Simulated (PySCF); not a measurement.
C₅H₇OS₂ (doublet state).
Numbering: `[CH3:1][O:2][C:3]1=[CH:4][CH2:5][C:6]([SH:7])[S:8]1` (hydrogens: H9, H10, H11 on C1; H12 on C4; H13, H14 on C5; H15 on S7)

Geometry (GFN2-xTB, Å), atoms numbered from 1 in this order:
```
atom  x, y, z in Å
C1     2.7937   -0.1930   -0.2935
O2     1.7183   -1.0883   -0.1192
C3     0.4755   -0.5803   -0.1572
C4    -0.6475   -1.2655    0.0700
C5    -1.9134   -0.4903   -0.0576
C6    -1.5190    0.9423   -0.2205
S7    -2.6734    2.0832   -0.8604
S8     0.1880    1.1213   -0.5608
H9     3.6965   -0.7974   -0.2380
H10    2.8093    0.5661    0.4946
H11    2.7411    0.3041   -1.2674
H12   -0.6498   -2.3105    0.3204
H13   -2.5464   -0.6022    0.8320
H14   -2.5120   -0.8561   -0.9058
H15   -1.9652    3.1746   -0.5642
```

The hyperfine couplings belong to this conformer and change with its torsions.

Theory: PySCF, UKS B3LYP, pcH-1 on C H O S, non-relativistic, mean-field spin-orbit, GIAO. The structure is a single GFN2-xTB conformer in the gas phase; no vibrational or solvent corrections. Couplings are sensitive to structure, and on GFN2-xTB geometries they can be far from those on DFT ones. Stability of the SCF solution: not tested.

Break the g tensor into its mass correction, gauge correction and orbital-Zeeman/spin–orbit terms.

```json
{"Δg (ppt)": "relativistic mass correction", "1": "-0.17", "2": "-0.17", "3": "-0.17"}
{"Δg (ppt)": "gauge correction", "1": "0.01", "2": "0.02", "3": "0.03"}
{"Δg (ppt)": "orbital Zeeman/spin–orbit", "1": "-0.54", "2": "2.09", "3": "6.59"}
{"Δg (ppt)": "total", "1": "-0.70", "2": "1.94", "3": "6.44"}
```

So g = 2.00162, 2.00425, 2.00876 and g_iso = 2.00488; the tensor is rhombic: the two nearest values differ by 37 % of g3 − g1. Axes: g3 points within 11° of the C3–S8 bond.

Average each term over the three axes. Which is largest in size?

The orbital-Zeeman/spin–orbit term 2.71, the mass correction -0.17 and the gauge correction 0.02 ppt, for a total of 2.56 ppt. The orbital-Zeeman/spin–orbit term is the largest in size. The mass correction is the same along every axis, so the anisotropy comes from the other two: their spans along these axes are 0.01 (gauge) and 7.13 ppt (orbital Zeeman/spin–orbit).

At 33.84 GHz, how far is the centre of the isotropic spectrum from where a free electron (g = 2.002319) resonates?

B = hν/(g μB) with μB/h = 13.99624 MHz/mT gives 1207.50 mT for the free electron and 1205.95 mT at g_iso, 1.54 mT lower.

In a frozen sample, at which fields do the three g values resonate at 9.5, 34, 94 and 263 GHz (hyperfine left aside), and which band first spreads them over more than twice a line width of 0.5 mT?

```
band    GHz  B(g3) mT  B(g2) mT  B(g1) mT  spread mT
   X    9.5    337.90    338.66    339.10       1.21
   Q   34.0   1209.31   1212.03   1213.63       4.32
   W   94.0   3343.39   3350.91   3355.33      11.93
   J  263.0   9354.39   9375.43   9387.78      33.39
```

The spread grows in proportion to the frequency. X band is the first where it exceeds 1.0 mT.

The largest Mulliken spin populations are on C6 (+0.73), S8 (+0.12), S7 (+0.09) and C5 (-0.06). No atom but C6 exceeds +0.15. The angles at C6 add up to 352.1°, so it is slightly pyramidal.

The HOMO–LUMO gaps are 4.22 eV among the α and 4.14 eV among the β orbitals.
